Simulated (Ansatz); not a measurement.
Born–Oppenheimer molecular dynamics of CH6O3Si (11 atoms, charge 0, multiplicity 1). It starts from a relaxed structure.

These are results of RKS B3LYP/STO-3G (Ansatz 0.2.0), not measurements.

- ensemble: NVT, Langevin thermostat
- time step: 0.25 fs
- steps asked: 100
- set temperature: 300 K
- friction: 0.01 /fs
- temperature schedule: 25 steps to 300 K, then 75 steps to 10 K
- seed: 50867

First frame:

```xyz
11
Properties=species:S:1:pos:R:3
Si -0.056 -0.108 0.168
C 0.016 0.022 2.037
H -0.989 0.064 2.475
H 0.542 -0.833 2.480
H 0.547 0.933 2.341
O 1.485 0.124 -0.528
H 1.537 -0.608 -1.241
O -1.153 1.112 -0.297
H -1.101 1.140 -1.318
O -0.514 -1.637 -0.445
H -1.408 -1.857 -0.003
```

**Question.** What does the run give?

**Answer.** All steps were run.

| Property | Result |
| --- | --- |
| steps done | 100 |
| time covered | 25 fs |
| mean temperature over the second half | 199 K |
| spread of the potential energy over the second half | 2.2 meV per atom |
| mean potential energy of the second half above the start | 12.5 meV per atom |

The schedule's set-point averaged 107 K over the second half and the system 199 K, so it lags behind the ramp. A run of 0.025 ps of so small a system gives no equilibrium averages. Limits of this set-up: minimal basis.

**Question.** What happens to the structure?

**Answer.** The same pairs are bonded in the first frame and the last. Pairs count as bonded within 1.25 times the sum of covalent radii (0.12 Å more for H–H). This is one draw of velocities; another would differ in detail.

**Question.** How do temperature and energy run in time?

**Answer.** 
```tsv
time (fs)	T (K)	potential energy less start (eV)
0	273	0.000
2	251	0.064
4	234	0.095
6	198	0.124
8	192	0.153
10	235	0.078
12	190	0.133
14	214	0.103
16	221	0.113
18	185	0.154
20	213	0.122
22	173	0.172
24	187	0.154
```

The run took 4.6 min on 1 thread of AMD EPYC 7R43 64-Core Processor (Zen 3), with other jobs on the host, peak memory 0.11 GiB.
